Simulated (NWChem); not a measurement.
System: CH₃CdF; SMILES [CH3][Cd][F]

Input file for NWChem:

```
start job
memory heap 200 mb stack 900 mb global 1100 mb
geometry units angstroms noautosym nocenter noautoz
  Cd    -0.481750     0.204836     0.000232
  F     -0.052257     2.093521     0.000278
  C     -0.943749    -1.824392     0.000189
  H     -0.021957    -2.419384    -0.065004
  H     -1.584519    -2.064223    -0.859919
  H     -1.474400    -2.089297     0.925463
end
basis spherical
  * library def2-svp
end
ecp
  Cd library def2-ecp
end
dft
  xc pbe0
  iterations 150
  vectors input atomic output neutral.movecs
end
task dft energy
charge 1
dft
  odft
  mult 2
  vectors input atomic output cation.movecs
end
task dft energy
```

Output (shortened):

```
             Northwest Computational Chemistry Package (NWChem) 7.3.0
             --------------------------------------------------------

                             Geometry "geometry" -> ""
                             -------------------------

 Output coordinates in angstroms (scale by  1.889725989 to convert to a.u.)

  No.       Tag          Charge          X              Y              Z
 ---- ---------------- ---------- -------------- -------------- --------------
    1 Cd                  48.0000    -0.48175000     0.20483600     0.00023200
    2 F                    9.0000    -0.05225700     2.09352100     0.00027800
    3 C                    6.0000    -0.94374900    -1.82439200     0.00018900
    4 H                    1.0000    -0.02195700    -2.41938400    -0.06500400
    5 H                    1.0000    -1.58451900    -2.06422300    -0.85991900
    6 H                    1.0000    -1.47440000    -2.08929700     0.92546300

 Effective nuclear repulsion energy (a.u.)     239.6775899945

                                 NWChem DFT Module
                                 -----------------

 Summary of "ao basis" -> "ao basis" (spherical)
 ------------------------------------------------------------------------------
       Tag                 Description            Shells   Functions and Types
 ---------------- ------------------------------  ------  ---------------------
 Cd                         def2-svp                11       31   5s3p2d1f
 F                          def2-svp                 6       14   3s2p1d
 C                          def2-svp                 6       14   3s2p1d
 H                          def2-svp                 3        5   2s1p

            General Information
            -------------------
          SCF calculation type: DFT
          Wavefunction type:  closed shell.
          No. of atoms     :     6
          No. of electrons :    38
           Alpha electrons :    19
            Beta electrons :    19
          Charge           :     0
          Spin multiplicity:     1
          Use of symmetry is: off; symmetry adaption is: off
          Maximum number of iterations: 150
          AO basis - number of functions:    74
                     number of shells:    32
          Convergence on energy requested:  1.00D-06
          Convergence on density requested:  1.00D-05
          Convergence on gradient requested:  5.00D-04

              XC Information
              --------------
                         PBE0 Method XC Functional
                     Hartree-Fock (Exact) Exchange  0.250
          PerdewBurkeErnzerhof Exchange Functional  0.750
            Perdew 1991 LDA Correlation Functional  1.000 local
           PerdewBurkeErnz. Correlation Functional  1.000 non-local

             Grid Information
             ----------------
          Grid used for XC integration:  medium
          Radial quadrature: Mura-Knowles
          Angular quadrature: Lebedev.
          Tag              B.-S. Rad. Rad. Pts. Rad. Cut. Ang. Pts.
          ---              ---------- --------- --------- ---------
          Cd                  1.55      123           9.0       590
          F                   0.50       49          11.0       434
          C                   0.70       49           9.0       434
          H                   0.35       45          10.0       434
          Grid pruning is: on
          Number of quadrature shells:   356
          Spatial weights used:  Erf1

      Superposition of Atomic Density Guess
      -------------------------------------

 Sum of atomic energies:        -330.38884494

      Non-variational initial energy
      ------------------------------

 Total energy =    -305.844368
 1-e energy   =    -710.006218
 2-e energy   =     292.727865
 HOMO         =      -0.361974
 LUMO         =      -0.044068

   convergence    iter        energy       DeltaE   RMS-Dens  Diis-err
 ---------------- ----- ----------------- --------- --------- ---------
 d= 0,ls=0.0,diis     1   -307.1381757892 -4.19D+02  2.62D-02  6.96D-01
 d= 0,ls=0.0,diis     2   -306.7283412530  4.10D-01  1.68D-02  5.27D+00
 d= 0,ls=0.0,diis     3   -307.2264039630 -4.98D-01  1.25D-03  4.53D-03
 d= 0,ls=0.0,diis     4   -307.2263930945  1.09D-05  6.94D-04  4.68D-03
 d= 0,ls=0.0,diis     5   -307.2269708965 -5.78D-04  1.15D-04  1.42D-04
  Resetting Diis
 d= 0,ls=0.0,diis     6   -307.2269884654 -1.76D-05  3.98D-05  8.24D-06
 d= 0,ls=0.0,diis     7   -307.2269892416 -7.76D-07  1.58D-05  7.31D-07
 d= 0,ls=0.0,diis     8   -307.2269892361  5.55D-09  8.45D-06  8.49D-07

         Total DFT energy =     -307.226989236072
      One electron energy =     -711.999211701004
           Coulomb energy =      325.652055388100
    Exchange-Corr. energy =      -32.313818649940
 Nuclear repulsion energy =      111.433985726772

 Numeric. integr. density =       37.999995916914

                       DFT Final Molecular Orbital Analysis
                       ------------------------------------

 Vector   17  Occ=2.000000D+00  E=-3.288073D-01
              MO Center= -8.6D-02,  2.0D+00,  2.8D-04, r^2= 8.5D-01
   Bfn.  Coefficient  Atom+Function         Bfn.  Coefficient  Atom+Function
  ----- ------------  ---------------      ----- ------------  ---------------
    37      0.635749  2 F  pz                40     -0.463436  2 F  pz
    16      0.192957  1 Cd d -1              14     -0.087190  1 Cd pz
    11     -0.060159  1 Cd pz                35      0.057749  2 F  px
     8      0.050669  1 Cd pz                66     -0.049484  5 H  s
    71      0.047810  6 H  s                 18     -0.045102  1 Cd d  1

 Vector   18  Occ=2.000000D+00  E=-3.288064D-01
              MO Center= -8.1D-02,  2.0D+00,  2.7D-04, r^2= 8.5D-01
   Bfn.  Coefficient  Atom+Function         Bfn.  Coefficient  Atom+Function
  ----- ------------  ---------------      ----- ------------  ---------------
    35      0.619901  2 F  px                38     -0.451884  2 F  px
    15      0.178913  1 Cd d -2              36     -0.141047  2 F  py
    39      0.102820  2 F  py                12     -0.085020  1 Cd px
    19      0.085207  1 Cd d  2              37     -0.059228  2 F  pz
     9     -0.058672  1 Cd px                61      0.056147  4 H  s

 Vector   19  Occ=2.000000D+00  E=-3.072808D-01
              MO Center= -7.4D-01, -9.4D-01,  2.1D-04, r^2= 2.8D+00
   Bfn.  Coefficient  Atom+Function         Bfn.  Coefficient  Atom+Function
  ----- ------------  ---------------      ----- ------------  ---------------
    50      0.407103  3 C  py                 4      0.348182  1 Cd s
    53      0.282540  3 C  py                 2     -0.259409  1 Cd s
    36     -0.209876  2 F  py                48      0.173499  3 C  s
     7      0.163761  1 Cd py                39      0.157630  2 F  py
    10     -0.144712  1 Cd py                 5      0.128876  1 Cd s

 Vector   20  Occ=0.000000D+00  E=-2.180151D-02
              MO Center= -5.2D-01,  1.9D-02,  2.0D-04, r^2= 5.2D+00
   Bfn.  Coefficient  Atom+Function         Bfn.  Coefficient  Atom+Function
  ----- ------------  ---------------      ----- ------------  ---------------
     5      1.021509  1 Cd s                 48     -0.736495  3 C  s
    53     -0.322985  3 C  py                19     -0.241333  1 Cd d  2
    50     -0.239521  3 C  py                34     -0.216332  2 F  s
    36     -0.206153  2 F  py                 2     -0.203594  1 Cd s
     4      0.190157  1 Cd s                 47     -0.182881  3 C  s

 Vector   21  Occ=0.000000D+00  E=-1.671666D-03
              MO Center= -4.5D-01,  2.6D-01, -5.3D-04, r^2= 5.7D+00
   Bfn.  Coefficient  Atom+Function         Bfn.  Coefficient  Atom+Function
  ----- ------------  ---------------      ----- ------------  ---------------
    14      0.890861  1 Cd pz                11      0.265412  1 Cd pz
     8     -0.230199  1 Cd pz                37      0.147599  2 F  pz
    40     -0.140180  2 F  pz                66      0.140180  5 H  s
    71     -0.137475  6 H  s                 65      0.085340  5 H  s
    70     -0.083678  6 H  s                 12      0.069847  1 Cd px

 Vector   22  Occ=0.000000D+00  E=-1.664957D-03
              MO Center= -4.9D-01,  2.7D-01,  1.0D-03, r^2= 5.7D+00
   Bfn.  Coefficient  Atom+Function         Bfn.  Coefficient  Atom+Function
  ----- ------------  ---------------      ----- ------------  ---------------
    12      0.868697  1 Cd px                 9      0.258796  1 Cd px
     6     -0.224436  1 Cd px                13     -0.197599  1 Cd py
    61     -0.160478  4 H  s                 35      0.143987  2 F  px
    38     -0.136743  2 F  px                60     -0.097602  4 H  s
    71      0.082271  6 H  s                 66      0.077533  5 H  s

     Multipole analysis of the density
     ---------------------------------

     L   x y z        total         alpha         beta         nuclear
     -   - - -        -----         -----         ----         -------
     0   0 0 0      0.000000    -19.000000    -19.000000     38.000000

     1   1 0 0     -0.256878     17.680984     17.680984    -35.618846
     1   0 1 0     -1.131148     -5.685931     -5.685931     10.240714
     1   0 0 1     -0.000031     -0.008345     -0.008345      0.016660

     2   2 0 0    -22.548753    -37.513217    -37.513217     52.477681
     2   1 1 0     -0.780888    -24.989339    -24.989339     49.197790
     2   1 0 1     -0.000051      0.007034      0.007034     -0.014119
     2   0 2 0    -31.025954   -148.954119   -148.954119    266.882284
     2   0 1 1     -0.000707     -0.005508     -0.005508      0.010309
     2   0 0 2    -22.626445    -14.170377    -14.170377      5.714310

                                 NWChem DFT Module
                                 -----------------

[...]
```

Level: PBE0/def2-SVP with def2 effective core potentials on Cd, vertical spin-unrestricted ions. Geometry: optimised at PBE0/def2-SVP. def2 effective core potentials on Cd; no spin-orbit coupling.
